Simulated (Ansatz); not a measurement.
CH₇NSi₂ (`NC1[SiH2][SiH2]1`), relaxed with RKS PBE-D4/def2-SVP in the Gaussian-basis code of Ansatz from a rough embedded geometry. The force threshold is 0.03 eV/Å; the program also tests the step.

The species carries charge 0 and has multiplicity 1.

Start:

```xyz
11

N     0.010    1.183   -1.064
C    -0.118   -0.105   -0.481
Si    1.176   -0.608    0.719
Si   -1.012   -0.307    1.154
H    -0.884    1.520   -1.549
H     0.704    1.218   -1.879
H    -0.404   -0.926   -1.168
H     1.609   -2.075    0.455
H     2.245    0.386    0.967
H    -1.393    1.075    1.688
H    -1.934   -1.361    1.159
```

Q: By how much does the energy fall, and how many steps does the optimiser take? (Estimate.)

A: Computed: 42.72 kJ/mol, in 4 steps.

Q: Which bonds change most? (An estimate is asked.)

A: Computed: C2–Si3 from 1.835 to 1.939 Å; Si4–H11 from 1.401 to 1.501 Å; C2–Si4 from 1.874 to 1.938 Å; Si3–H8 from 1.552 to 1.501 Å.

Q: Give the relaxed structure. (An estimate is asked.)

A: Ansatz gave: 
```xyz
11

N     0.004    1.225   -1.134
C    -0.142   -0.116   -0.599
Si    1.192   -0.672    0.693
Si   -1.000   -0.260    1.133
H    -0.876    1.556   -1.550
H     0.716    1.252   -1.874
H    -0.438   -0.949   -1.285
H     1.729   -2.066    0.544
H     2.234    0.351    1.024
H    -1.411    1.040    1.753
H    -2.007   -1.361    1.295
```
